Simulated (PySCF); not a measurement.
SMILES O=[C]O, doublet (PBE0/def2-SVP optimised geometry):

```
4

O     -0.112     1.131     0.000
C     -0.705     0.108     0.000
O     -0.272    -1.131     0.000
H      0.705    -1.131     0.000
```

Method: unrestricted PBE0/def2-TZVP (PySCF).

Task: What are the frontier orbital energies (α orbitals alone; a β orbital can be the lowest empty one) and the dipole moment?

Result: HOMO-2 -11.24 eV, HOMO-1 -10.40 eV, HOMO -7.18 eV, LUMO -0.12 eV, LUMO+1 0.76 eV; dipole moment 2.07 D.

On the same geometry unrestricted PBE/def2-TZVP (PySCF) gives HOMO-2 -9.36 eV, HOMO-1 -8.81 eV, HOMO -5.57 eV, LUMO -1.32 eV, LUMO+1 -0.17 eV; dipole moment 2.01 D.

Meta-Löwdin charges at PBE0/def2-TZVP: O1 -0.34, C2 0.40, O3 -0.41, H4 0.35.
